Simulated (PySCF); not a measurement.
How methods differ on the interval between two levels of Te²⁺

Te²⁺ [Kr] 4d10 5s2 5p2 [3P2, M_J = 2] → Te²⁺ [Kr] 4d10 5s1 5p2 6s1 [5P3, M_J = 3], as a difference of total energies. Calculation: PySCF 2.14, in x2c-TZVPall-2c with one added diffuse shell each of s, p, d, f type (9s10p6d3f, 90 functions); the two-component X2C-1e Hamiltonian. Correlated levels: [Ar] 3d10 frozen; the 6 highest virtual spinors dropped. "Screened" scales the spin-orbit matrix elements by Boettger's factors to mimic the two-electron term; Breit and QED terms are absent.

| method | interval between two levels (cm⁻¹) |
| --- | --- |
| GHF (spin-free) | 158640 |
| GMP2 (spin-free) | 173090 |
| GHF (screened spin-orbit) | 160240 |
| GMP2 (screened spin-orbit) | 174350 |

The labels give the starting determinants; with spin-orbit coupling the two ends relaxed to ⟨J²⟩ = 6.01, ⟨L²⟩ = 2.71, ⟨S²⟩ = 1.69 and ⟨J²⟩ = 12.05, ⟨L²⟩ = 2.16, ⟨S²⟩ = 5.94.

The promoted electron is Rydberg-like, and one or two diffuse shells describe it only roughly, which tends to raise the upper state.
